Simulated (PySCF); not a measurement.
Compound: C5H6N2Si.
SMILES with atom numbers: `[CH:1]#[C:2][c:3]1[cH:4][n:5][cH:6][n:7]1[SiH3:8]` (hydrogens: H9 on C1; H10 on C4; H11 on C6; H12, H13, H14 on Si8)

Theory: PySCF 2.14.0, PBE0-D3(BJ)/def2-SVP geometry optimisation, gas phase.

Task: What internal coordinates does the optimisation give?

Result: 
| bond | length (Å) |
| --- | --- |
| C1≡C2 | 1.215 |
| C2–C3 | 1.414 |
| C3–C4 | 1.384 |
| C4–N5 | 1.360 |
| N5–C6 | 1.309 |
| C6–N7 | 1.368 |
| N7–Si8 | 1.785 |
| C3–N7 | 1.391 |
| C1–H9 | 1.075 |
| C4–H10 | 1.088 |
| C6–H11 | 1.091 |
| Si8–H12, Si8–H13, Si8–H14 | 1.487 |

Bonds in one row agree within 0.01 Å and their mean is given. A selection of angles:
| angle | degrees |
| --- | --- |
| C1–C2–C3 | 179.1 |
| C2–C3–C4 | 132.2 |
| C2–C3–N7 | 122.2 |
| C4–C3–N7 | 105.6 |
| C3–C4–N5 | 110.4 |
| C4–N5–C6 | 105.6 |
| N5–C6–N7 | 113.0 |
| C6–N7–Si8 | 128.2 |
| C3–N7–C6 | 105.4 |
| C3–N7–Si8 | 126.4 |

The C–C distances run from 1.215 Å (C1≡C2, drawn triple) to 1.414 Å (C2–C3, drawn single), a spread of 0.199 Å. Si8 (SiH3 silicon) is distorted tetrahedral (angles from 104.3° to 111.2°). The 8 heavy atoms lie in one plane (0.003 Å rms). The 5-membered ring C3–C4–N5–C6–N7 has internal angles of 105.4° to 113.0° (sum 540°, against 540° for a flat polygon); it is planar, 0.00 Å rms from its mean plane, widest ring torsion 0°. Of the pairs four or more bonds apart, C1···Si8 is among the closest relative to their van der Waals radii: 3.92 Å, 103 % of the sum of Bondi's values. The 4 C–N bonds span 1.309 Å (N5–C6, aromatic) to 1.391 Å (C3–N7, aromatic), a spread of 0.082 Å. N5 (pyridine-type nitrogen) is bent (angle 105.6°).

Point group: Cs (every atom within 0.08 Å of its image). Not checked by PBE0-D3(BJ)/def2-SVP frequencies.
